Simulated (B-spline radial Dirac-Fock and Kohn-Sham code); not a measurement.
## Elastic and transport cross sections of arsenic for electrons

These are calculated numbers from a radial B-spline solver; the model is relativistic (Dirac) partial waves in the static field of the Dirac-Fock atom with Furness-McCarthy exchange, without polarisation or absorption potentials. σ_tr1 and σ_tr2 weight the cross section with 1 − P₁ and 1 − P₂ of cos θ; "backward" is the share scattered beyond 90°.

```csv
energy (eV),σ (a₀²),σ_tr1 (a₀²),σ_tr2 (a₀²),σ/σ_tr1,backward (%)
42300,0.537,0.00425,0.0103,126,0.080
44700,0.514,0.00387,0.00939,133,0.075
45900,0.504,0.00370,0.00899,136,0.072
50000,0.472,0.00320,0.00782,147,0.065
53700,0.447,0.00283,0.00696,158,0.059
56000,0.433,0.00264,0.00649,164,0.056
57300,0.425,0.00254,0.00625,168,0.054
57400,?,?,?,?,?
59400,0.414,0.00239,0.00590,173,0.052
61100,0.405,0.00228,0.00563,178,0.050
69200,0.369,0.00184,0.00459,200,0.043
69700,0.367,0.00182,0.00454,202,0.042
81600,0.327,0.00139,0.00350,234,0.034
100000,0.282,0.000990,0.00251,285,0.026
118000,0.252,0.000751,0.00192,335,0.021
119000,0.250,0.000740,0.00190,338,0.021
148000,0.217,0.000516,0.00133,420,0.015
150000,0.215,0.000504,0.00131,426,0.015
200000,0.180,0.000316,0.000827,572,0.010
300000,0.146,0.000165,0.000441,882,0.0055
```

Q: Fill in the row for 57.4 keV.

A: σ = 0.425 a₀², σ_tr1 = 0.00253 a₀², σ_tr2 = 0.00624 a₀², σ/σ_tr1 = 168, backward 0.054 %. The ratio σ/σ_tr1 is roughly the number of elastic collisions that randomise the direction.
